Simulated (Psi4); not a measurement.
Input for Psi4: SAPT0/jun-cc-pV(D+d)Z on H4N2OSi (a complex).

```
memory 1800 MB

molecule dimer {
0 1
N     0.50565064    0.47640010   -1.19338060
N     0.49268073    0.56277065   -0.10672647
--
0 1
O     0.39899896    0.74553450    3.08253297
Si   -0.36404330   -0.54492566    3.77055063
H     0.47563018    0.76975217    2.12467259
H    -1.77105360   -0.66155866    3.31027065
H    -0.33454178   -0.31118676    5.22795521
H     0.32268432   -1.82301293    3.45434476
units angstrom
symmetry c1
no_reorient
no_com
}

set {
  basis jun-cc-pV(D+d)Z
  scf_type df
  freeze_core true
}

energy('sapt0')
```

The log:

```
[...]
==> Input File <==

--------------------------------------------------------------------------
memory 1800 MB

molecule dimer {
0 1
N     0.50565064    0.47640010   -1.19338060
N     0.49268073    0.56277065   -0.10672647
--
0 1
O     0.39899896    0.74553450    3.08253297
Si   -0.36404330   -0.54492566    3.77055063
H     0.47563018    0.76975217    2.12467259
H    -1.77105360   -0.66155866    3.31027065
H    -0.33454178   -0.31118676    5.22795521
H     0.32268432   -1.82301293    3.45434476
units angstrom
symmetry c1
no_reorient
no_com
}

set {
  basis jun-cc-pV(D+d)Z
  scf_type df
  freeze_core true
}

energy('sapt0')
--------------------------------------------------------------------------


   => Loading Basis Set <=

    Name: JUN-CC-PV(D+D)Z
    Role: ORBITAL
    Keyword: BASIS
    atoms 1-2 entry N          line   222 file jun-cc-pv_dpd_z.gbs
    atoms 3   entry O          line   256 file jun-cc-pv_dpd_z.gbs
    atoms 4   entry SI         line   566 file jun-cc-pv_dpd_z.gbs
    atoms 5-8 entry H          line    60 file jun-cc-pv_dpd_z.gbs

   => Loading Basis Set <=

    Name: JUN-CC-PV(D+D)Z
    Role: ORBITAL
    Keyword: BASIS
    atoms 1-2 entry N          line   222 file jun-cc-pv_dpd_z.gbs
    atoms 3   entry O          line   256 file jun-cc-pv_dpd_z.gbs
    atoms 4   entry SI         line   566 file jun-cc-pv_dpd_z.gbs
    atoms 5-8 entry H          line    60 file jun-cc-pv_dpd_z.gbs


  //>>>>>>>>>>>>>>>>>>>>>>>>>>>>>>>>>>>//
  //              Dimer HF             //
  //<<<<<<<<<<<<<<<<<<<<<<<<<<<<<<<<<<<//

   => Libint2 <=

    Primary   basis highest AM E, G, H:  7, 6, 3
    Auxiliary basis highest AM E, G, H:  7, 7, 4
    Onebody   basis highest AM E, G, H:  -, -, -
    Solid Harmonics ordering:            Gaussian


   => Loading Basis Set <=

    Name: JUN-CC-PV(D+D)Z
    Role: ORBITAL
    Keyword: BASIS
    atoms 1-2 entry N          line   222 file jun-cc-pv_dpd_z.gbs
    atoms 3   entry O          line   256 file jun-cc-pv_dpd_z.gbs
    atoms 4   entry SI         line   566 file jun-cc-pv_dpd_z.gbs
    atoms 5-8 entry H          line    60 file jun-cc-pv_dpd_z.gbs


         ---------------------------------------------------------
                                   SCF
               by Justin Turney, Rob Parrish, Andy Simmonett
                          and Daniel G. A. Smith
                              RHF Reference
                        1 Threads,   1716 MiB Core
         ---------------------------------------------------------

  ==> Geometry <==

    Molecular point group: c1
    Full point group: C1

    Geometry (in Angstrom), charge = 0, multiplicity = 1:

       Center              X                  Y                   Z               Mass
    ------------   -----------------  -----------------  -----------------  -----------------
         N            0.505650640000     0.476400100000    -1.193380600000    14.003074004430
         N            0.492680730000     0.562770650000    -0.106726470000    14.003074004430
         O            0.398998960000     0.745534500000     3.082532970000    15.994914619570
         SI          -0.364043300000    -0.544925660000     3.770550630000    27.976926534650
         H            0.475630180000     0.769752170000     2.124672590000     1.007825032230
         H           -1.771053600000    -0.661558660000     3.310270650000     1.007825032230
         H           -0.334541780000    -0.311186760000     5.227955210000     1.007825032230
         H            0.322684320000    -1.823012930000     3.454344760000     1.007825032230

  Running in c1 symmetry.

  Rotational constants: A =      0.40366  B =      0.02664  C =      0.02525 [cm^-1]
  Rotational constants: A =  12101.49974  B =    798.68911  C =    756.83831 [MHz]
  Nuclear repulsion =  134.535388611603196

  Charge       = 0
  Multiplicity = 1
  Electrons    = 40
  Nalpha       = 20
  Nbeta        = 20

  ==> Algorithm <==

  SCF Algorithm Type is DF.
  DIIS enabled.
  MOM disabled.
  Fractional occupation disabled.
  Guess Type is SAD.
  Energy threshold   = 1.00e-08
  Density threshold  = 1.00e-08
  Integral threshold = 1.00e-12

  ==> Primary Basis <==

  Basis Set: JUN-CC-PV(D+D)Z
    Blend: JUN-CC-PV(D+D)Z
    Number of shells: 47
    Number of basis functions: 101
    Number of Cartesian functions: 106
    Spherical Harmonics?: true
    Max angular momentum: 2

   => Loading Basis Set <=

    Name: (JUN-CC-PV(D+D)Z AUX)
    Role: JKFIT
    Keyword: DF_BASIS_SCF
    atoms 1-2 entry N          line   202 file jun-cc-pvdz-jkfit.gbs
    atoms 3   entry O          line   258 file jun-cc-pvdz-jkfit.gbs
    atoms 4   entry SI         line   506 file jun-cc-pvdz-jkfit.gbs
    atoms 5-8 entry H          line    70 file jun-cc-pvdz-jkfit.gbs

  ==> Integral Setup <==

  DFHelper Memory: AOs need 0.035 GiB; user supplied 1.257 GiB.
  SCF_SUBTYPE=INCORE selected. In-core MEM_DF algorithm will be used.
  Using in-core AOs.

  ==> MemDFJK: Density-Fitted J/K Matrice
[...]
 13 ]
    NB   [    13 ]

  @DF-RHF Final Energy:  -366.16881067302540

   => Energetics <=

    Nuclear Repulsion Energy =             64.7281538212298244
    One-Electron Energy =                -635.5761617750766845
    Two-Electron Energy =                 204.6791972808214268
    Total Energy =                       -366.1688106730254049

Computation Completed


Properties will be evaluated at   0.000000,   0.000000,   0.000000 [a0]

Properties computed using the SCF density matrix


 Multipole Moments:

 ------------------------------------------------------------------------------------
     Multipole            Electronic (a.u.)      Nuclear  (a.u.)        Total (a.u.)
 ------------------------------------------------------------------------------------

 L = 1.  Multiply by 2.5417464519 to convert [e a0] to [Debye]
 Dipole X            :          5.9505230           -6.0696026           -0.1190797
 Dipole Y            :          6.6985631           -6.9743922           -0.2758291
 Dipole Z            :       -173.5529290          173.0331805           -0.5197485
 Magnitude           :                                                    0.6003334

 ------------------------------------------------------------------------------------

  Constructing Basis Sets for SAPT...

   => Loading Basis Set <=

    Name: (JUN-CC-PV(D+D)Z AUX)
    Role: RIFIT
    Keyword: DF_BASIS_SAPT
    atoms 1-2 entry N          line   144 file jun-cc-pvdz-ri.gbs
    atoms 3   entry O          line   188 file jun-cc-pvdz-ri.gbs
    atoms 4   entry SI         line   376 file jun-cc-pvdz-ri.gbs
    atoms 5-8 entry H          line    30 file jun-cc-pvdz-ri.gbs

   => Loading Basis Set <=

    Name: (JUN-CC-PV(D+D)Z AUX)
    Role: JKFIT
    Keyword: DF_BASIS_ELST
    atoms 1-2 entry N          line   202 file jun-cc-pvdz-jkfit.gbs
    atoms 3   entry O          line   258 file jun-cc-pvdz-jkfit.gbs
    atoms 4   entry SI         line   506 file jun-cc-pvdz-jkfit.gbs
    atoms 5-8 entry H          line    70 file jun-cc-pvdz-jkfit.gbs


  //>>>>>>>>>>>>>>>>>>>>>>>>>>>>>>>>>>>//
  //               SAPT0               //
  //<<<<<<<<<<<<<<<<<<<<<<<<<<<<<<<<<<<//



        SAPT0
    Ed Hohenstein
     6 June 2009

      Orbital Information
  --------------------------
    NSO        =       101
    NMO        =       101
    NRI        =       336
    NRI (Elst) =       450
    NOCC A     =         7
    NOCC B     =        13
    FOCC A     =         2
    FOCC B     =         6
    NVIR A     =        94
    NVIR B     =        88

    Elst10,r            =    -0.003127927035 [Eh]
    Exch10              =     0.004015046328 [Eh]
    Exch10 (S^2)        =     0.004002525668 [Eh]

    Maxiter = 50
    CPHF R converge = 1.000000E-08

    Iter     Energy [mEh]          dE [mEh]         Residual      Time [s]
       1      -0.96235125       0.962351253     1.165561e-02             0
       2      -0.96868930       0.006338051     3.358845e-03             0
       3      -1.11816780       0.149478491     4.372358e-04             0
       4      -1.11500592      -0.003161877     9.244085e-05             0
       5      -1.11434643      -0.000659483     2.097711e-05             0
       6      -1.11453102       0.000184581     8.277727e-06             0
       7      -1.11449473      -0.000036289     2.980893e-06             0
       8      -1.11449259      -0.000002134     1.062295e-06             0
       9      -1.11449616       0.000003567     2.667679e-07             0
      10      -1.11449546      -0.000000696     1.016569e-07             0
      11      -1.11449546      -0.000000008     1.834298e-08             0
      12      -1.11449551       0.000000056     2.883385e-09             0

    CHF Iterations converged

    Maxiter = 50
    CPHF R converge = 1.000000E-08

    Iter     Energy [mEh]          dE [mEh]         Residual      Time [s]
       1      -0.29432979       0.294329787     2.005834e-03             0
       2      -0.34035054       0.046020751     2.767972e-04             0
       3      -0.34031041      -0.000040130     9.135844e-05             0
       4      -0.33992594      -0.000384470     2.293795e-05             0
       5      -0.33988497      -0.000040972     6.769399e-06             0
       6      -0.33991995       0.000034988     1.264614e-06             0
       7      -0.33991589      -0.000004067     2.386173e-07             0
       8      -0.33991569      -0.000000202     6.540371e-08             0
       9      -0.33991587       0.000000188     9.687749e-09             0

    CHF Iterations converged

    Ind20,r (A<-B)      =    -0.001114495511 [Eh]
    Ind20,r (B<-A)      =    -0.000339915873 [Eh]
    Ind20,r             =    -0.001454411384 [Eh]
    Exch-Ind20,r (A<-B) =     0.000347005848 [Eh]
    Exch-Ind20,r (B<-A) =     0.000318272101 [Eh]
    Exch-Ind20,r        =     0.000665277949 [Eh]
    Disp20              =    -0.001871468609 [Eh]
    Disp20 (SS)         =    -0.000935734304 [Eh]
    Disp20 (OS)         =    -0.000935734304 [Eh]
    Exch-Disp20         =     0.000188278712 [Eh]
    Exch-Disp20 (SS)    =     0.000105647244 [Eh]
    Exch-Disp20 (OS)    =     0.000082631468 [Eh]

    SAPT Results
  --------------------------------------------------------------------------------------------------------
    Electrostatics                 -3.12792704 [mEh]      -1.96280385 [kcal/mol]      -8.21237130 [kJ/mol]
      Elst10,r                     -3.12792704 [mEh]      -1.96280385 [kcal/mol]      -8.21237130 [kJ/mol]

    Exchange                        4.01504633 [mEh]       2.51947961 [kcal/mol]      10.54150268 [kJ/mol]
      Exch10                        4.01504633 [mEh]       2.51947961 [kcal/mol]      10.54150268 [kJ/mol]
      Exch10(S^2)                   4.00252567 [mEh]       2.51162278 [kcal/mol]      10.50862969 [kJ/mol]

    Induction                      -1.19214314 [mEh]      -0.74808112 [kcal/mol]      -3.12997140 [kJ/mol]
      Ind20,r                      -1.45441138 [mEh]      -0.91265692 [kcal/mol]      -3.81855656 [kJ/mol]
      Exch-Ind20,r                  0.66527795 [mEh]       0.41746822 [kcal/mol]       1.74668701 [kJ/mol]
      delta HF,r (2)               -0.40300971 [mEh]      -0.25289241 [kcal/mol]      -1.05810185 [kJ/mol]

    Dispersion                     -1.68318990 [mEh]      -1.05621761 [kcal/mol]      -4.41921446 [kJ/mol]
      Disp20                       -1.87146861 [mEh]      -1.17436428 [kcal/mol]      -4.91354016 [kJ/mol]
      Exch-Disp20                   0.18827871 [mEh]       0.11814668 [kcal/mol]       0.49432569 [kJ/mol]
      Disp20 (SS)                  -0.93573430 [mEh]      -0.58718214 [kcal/mol]      -2.45677008 [kJ/mol]
      Disp20 (OS)                  -0.93573430 [mEh]      -0.58718214 [kcal/mol]      -2.45677008 [kJ/mol]
      Exch-Disp20 (SS)              0.10564724 [mEh]       0.06629465 [kcal/mol]       0.27737680 [kJ/mol]
      Exch-Disp20 (OS)              0.08263147 [mEh]       0.05185203 [kcal/mol]       0.21694889 [kJ/mol]

  Total HF                         -0.30502385 [mEh]      -0.19140536 [kcal/mol]      -0.80084001 [kJ/mol]
  Total SAPT0                      -1.98821375 [mEh]      -1.24762296 [kcal/mol]      -5.22005448 [kJ/mol]

  Special recipe for scaled SAPT0 (see Manual):
    Electrostatics sSAPT0          -3.12792704 [mEh]      -1.96280385 [kcal/mol]      -8.21237130 [kJ/mol]
    Exchange sSAPT0                 4.01504633 [mEh]       2.51947961 [kcal/mol]      10.54150268 [kJ/mol]
    Induction sSAPT0               -1.18588025 [mEh]      -0.74415109 [kcal/mol]      -3.11352816 [kJ/mol]
    Dispersion sSAPT0              -1.68141745 [mEh]      -1.05510538 [kcal/mol]      -4.41456090 [kJ/mol]
  Total sSAPT0                     -1.98017840 [mEh]      -1.24258071 [kcal/mol]      -5.19895768 [kJ/mol]
  --------------------------------------------------------------------------------------------------------



*** Psi4 exiting successfully. Buy a developer a beer!
```

The run finished.

Cost: roughly 5 core-seconds.
